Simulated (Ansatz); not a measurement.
One change: `FC(F)(Cl)C(Cl)(Cl)Cl` becomes `FC(F)(Cl)C(F)(Cl)Cl`.

Ansatz, PBE0-D4/def2-TZVP geometries, multiplicity 1. Each molecule was computed in one conformer, which needn't be the lowest.

```tsv
property	`FC(F)(Cl)C(Cl)(Cl)Cl`
HOMO–LUMO gap (PBE0/def2-TZVPP) / eV	8.11
size of the dipole moment (PBE/def2-TZVPP) / D	0.47
LUMO energy (B3LYP/def2-TZVPP) / eV	-1.27
HOMO energy (PBE/def2-TZVPP) / eV	-7.63
LUMO energy (PBE0/def2-TZVPP) / eV	-1.00
LUMO energy (ωB97M-V/def2-TZVPP) / eV	1.28
```

(1) Give the same properties after the change, and the shifts. (Estimate.)

Results:

(1) Ansatz gave: 
| property | `FC(F)(Cl)C(F)(Cl)Cl` | shift |
| --- | --- | --- |
| HOMO–LUMO gap (PBE0/def2-TZVPP) / eV | 8.58 | 0.47 |
| size of the dipole moment (PBE/def2-TZVPP) / D | 0.36 | -0.11 |
| LUMO energy (B3LYP/def2-TZVPP) / eV | -1.02 | 0.25 |
| HOMO energy (PBE/def2-TZVPP) / eV | -7.82 | -0.19 |
| LUMO energy (PBE0/def2-TZVPP) / eV | -0.73 | 0.27 |
| LUMO energy (ωB97M-V/def2-TZVPP) / eV | 1.54 | 0.26 |

With PBE0 the HOMO falls by 0.21 eV and the LUMO rises by 0.27 eV, so the gap widens by about 0.48 eV. PBE moves the HOMO by -0.19 eV and ωB97M-V by -0.20 eV. Dipoles are sizes alone; their direction can turn.

B3LYP here is the variant with VWN-RPA as its local correlation; programs differ in this.
